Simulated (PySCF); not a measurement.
Species: C4H7NSi.
SMILES with atom numbers: `[CH:1]#[C:2]/[CH:3]=[N:4]\[SiH2:5][CH3:6]` (hydrogens: H7 on C1; H8 on C3; H9, H10 on Si5; H11, H12, H13 on C6)

Method: PBE0-D3(BJ)/def2-SVP geometry optimisation, gas phase (PySCF); density fitting, grid level 1; the optimiser is geomeTRIC in internal coordinates, started from a GFN2-xTB structure with every atom displaced at random (about 0.01 Å).

Geometry at step 0:
```
atom  x, y, z in Å
C1      2.8615    1.3964    0.1429
C2      2.2602    0.3995   -0.1427
C3      1.5444   -0.7885   -0.4700
N4      0.4209   -1.0735   -0.1342
Si5    -0.8581   -0.2999    0.7524
C6     -2.2755   -0.0743   -0.4832
H7      3.3629    2.3056    0.3776
H8      2.1506   -1.4984   -1.0632
H9     -0.5524    1.0088    1.4057
H10    -1.1783   -1.2936    1.7959
H11    -3.1854    0.2295    0.0396
H12    -2.0340    0.6718   -1.2249
H13    -2.5110   -1.0002   -1.0062
```

**Question.** Give the atomic forces at this geometry.

**Answer.** 
```json
{"atom": "C1", "Fx (eV/Å)": "0.556", "Fy (eV/Å)": "1.042", "Fz (eV/Å)": "0.206"}
{"atom": "C2", "Fx (eV/Å)": "-0.366", "Fy (eV/Å)": "-0.464", "Fz (eV/Å)": "-0.132"}
{"atom": "C3", "Fx (eV/Å)": "4.427", "Fy (eV/Å)": "0.487", "Fz (eV/Å)": "-1.360"}
{"atom": "N4", "Fx (eV/Å)": "-4.592", "Fy (eV/Å)": "-1.242", "Fz (eV/Å)": "1.166"}
{"atom": "Si5", "Fx (eV/Å)": "-0.515", "Fy (eV/Å)": "0.025", "Fz (eV/Å)": "-0.445"}
{"atom": "C6", "Fx (eV/Å)": "0.188", "Fy (eV/Å)": "-0.378", "Fz (eV/Å)": "0.798"}
{"atom": "H7", "Fx (eV/Å)": "0.252", "Fy (eV/Å)": "0.332", "Fz (eV/Å)": "0.131"}
{"atom": "H8", "Fx (eV/Å)": "0.088", "Fy (eV/Å)": "-0.161", "Fz (eV/Å)": "-0.209"}
{"atom": "H9", "Fx (eV/Å)": "0.107", "Fy (eV/Å)": "0.089", "Fz (eV/Å)": "0.011"}
{"atom": "H10", "Fx (eV/Å)": "-0.188", "Fy (eV/Å)": "-0.116", "Fz (eV/Å)": "0.274"}
{"atom": "H11", "Fx (eV/Å)": "-0.223", "Fy (eV/Å)": "0.213", "Fz (eV/Å)": "0.159"}
{"atom": "H12", "Fx (eV/Å)": "0.193", "Fy (eV/Å)": "0.575", "Fz (eV/Å)": "-0.460"}
{"atom": "H13", "Fx (eV/Å)": "0.074", "Fy (eV/Å)": "-0.404", "Fz (eV/Å)": "-0.140"}
```

The largest, 4.90 eV/Å, acts on N4; the rms over all components is 1.133 eV/Å. The forces sum to zero within rounding, as they must for an isolated molecule in no field.

**Question.** Give the force on N4 in Eh/bohr and in nN.

**Answer.** 4.898 eV/Å ÷ 51.422 = 0.09525 Eh/bohr, and 4.898 eV/Å × 1.602 = 7.85 nN.

**Question.** How far is this geometry from the end of the optimisation?

**Answer.** 0.222 eV above it, and 0.093 Å rms away after alignment. The bonds farthest from their final lengths, with half the difference of the two atoms' forces along the bond (positive lengthens):

```
   bond  now (Å)  final (Å)  force along bond (eV/Å)
  C3=N4    1.207      1.268                    +4.75
 Si5–C6    1.894      1.871                    -0.69
 C6–H12    1.079      1.101                    +0.76
 N4–Si5    1.738      1.759                    -1.63
Si5–H10    1.476      1.493                    +0.27
  C2–C3    1.425      1.442                    -1.46
```

The angle farthest from its final value is C3–N4–Si5, 136.2° against 130.3°.

Of the 6 listed bonds off by 0.010 Å or more, this force points towards the final length in 4.

The cost below is that of the whole optimisation. On Arm Neoverse V2, one thread, no GPU, shared host with 96 logical CPUs at a one-minute load of 75, this took 35 s wall and 0.51 GiB of memory at its peak.
